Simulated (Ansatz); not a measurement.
Isolated molecules relaxed with PBE0-D4/def2-TZVP in Ansatz; ΔE leaves out vibrations. CBS: MP2 limit from def2 TZ/QZ plus the TZ coupled-cluster correction, frozen cores. This one scheme is used for every species. Functionals use def2-TZVPP. B3LYP here is the variant with VWN-RPA as its local correlation; programs differ in this. For Zn outer-core shells are correlated without core-valence functions, which leaves a few kJ/mol of doubt a bond. Scalar relativity is left out up to krypton. Each species was taken in one conformer, which may not be the lowest.

Consider the redistribution: `O[SiH2][SiH2]F` + `O[CH2][ZnH]` → `OC[SiH2][SiH2]O` + `[F][ZnH]`.

`O[SiH2][SiH2]F`:

```xyz
9

O     0.242   -1.905    0.204
Si   -0.587   -0.507    0.511
Si    0.596    1.159   -0.646
F    -0.154    2.563   -0.411
H    -0.080   -2.718    0.595
H    -0.638   -0.207    1.971
H    -1.997   -0.588    0.033
H     0.629    0.902   -2.109
H     1.989    1.300   -0.148
```

`O[CH2][ZnH]`:

Cartesian coordinates in Å:
```
O -1.309 -0.384 0.641
C -0.226 -0.501 -0.291
Zn 1.284 0.698 0.136
H -1.726 0.470 0.513
H -0.584 -0.399 -1.324
H 0.122 -1.535 -0.203
H 2.438 1.651 0.528
```

`OC[SiH2][SiH2]O`:

Cartesian coordinates in Å:
```
O 2.529 0.736 0.961
C 1.120 0.778 0.809
Si 0.546 -0.780 -0.099
Si -1.774 -0.679 -0.455
O -2.193 0.601 -1.421
H 2.812 1.527 1.428
H 0.605 0.825 1.780
H 0.796 1.658 0.235
H 0.884 -1.993 0.696
H 1.240 -0.872 -1.415
H -2.502 -0.452 0.820
H -2.244 -1.971 -1.036
H -1.819 0.622 -2.303
```

`[F][ZnH]`:

Z-matrix (Å, degrees):
```
Zn
F 1 1.750
H 1 1.507 2 180.0
```

```
          level  ΔE (kJ/mol)
          B3LYP         13.6
CCSD/def2-TZVPP          8.4
```

(1) What does CCSD(T)/CBS give? (Best estimate.)

Largest T1 diagnostic among the species: 0.018.

Answers

(1) Ansatz gave: +5.3 kJ/mol. The listed levels differ from it by 8.3, 3.1 kJ/mol.

The D4 term adds −4.4 kJ/mol with B3LYP and −2.8 kJ/mol with PBE0; it sums over pairs of atoms, weighted by their polarisabilities, and B3LYP, whose exchange is more repulsive, gets the larger term.
